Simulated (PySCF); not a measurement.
# [Sm(SH)3]− at several levels of theory

Computed with PySCF 2.14.0 (density fitting, no spin-orbit coupling) at the geometry relaxed with PBE0:

```xyz
7
[Sm(SH)3]− (singlet in the valence; each metal's 4f electrons, 6 of them, lie in its core potential, out of spins and levels)
Sm    0.0000    0.0000    0.6227
S     2.8170   -0.5162    0.6243
H     3.1297    0.8004    0.6040
S    -0.9614    2.6977    0.6243
H    -2.2580    2.3102    0.6040
S    -1.8556   -2.1815    0.6243
H    -0.8717   -3.1106    0.6040
```

```json
{"level": "PBE0", "basis": "Sm lcecp-0-SVP with ECP52, S def2-SVP, H def2-SVP", "state": "singlet", "HOMO (eV)": "–", "gap (eV)": "–", "charge on Sm1 (e)": "0.42", "population of f-type functions on Sm1 (polarisation alone where 4f lies in the core)": "0.01", "dipole about the centre of mass (D)": "0.04", "largest force component (eV/Å)": "0.02"}
{"level": "TPSSh", "basis": "the same", "state": "singlet", "HOMO (eV)": "–", "gap (eV)": "–", "charge on Sm1 (e)": "0.43", "population of f-type functions on Sm1 (polarisation alone where 4f lies in the core)": "0.01", "dipole about the centre of mass (D)": "0.04", "largest force component (eV/Å)": "0.10"}
{"level": "r2SCAN", "basis": "the same", "state": "singlet", "HOMO (eV)": "–", "gap (eV)": "–", "charge on Sm1 (e)": "0.41", "population of f-type functions on Sm1 (polarisation alone where 4f lies in the core)": "0.01", "dipole about the centre of mass (D)": "0.04", "largest force component (eV/Å)": "0.07"}
```

In the lcecp rows the 4f levels are missing from HOMO and gap, and the state counts the valence alone.

Charges are Mulliken's, which hang on the basis. The relaxation used the grid (50, 194), these runs (75, 302) or, all-electron (x2c bases, spin-free X2C Hamiltonian), (99, 590).

Question: What does PBE0 with Sm lcecp-0-TZVP with ECP52, S def2-TZVP, H def2-TZVP give here?

Answer: state singlet, charge on Sm1 (e) 0.97, population of f-type functions on Sm1 (polarisation alone where 4f lies in the core) 0.02, dipole about the centre of mass (D) 0.03, largest force component (eV/Å) 0.21. Time: 15 s on 2 threads of Arm Neoverse V1, with other jobs on the host, from free ions and atoms.

An lcecp potential fixes the number of 4f electrons, so in runs with it no electron can move into or out of that shell.
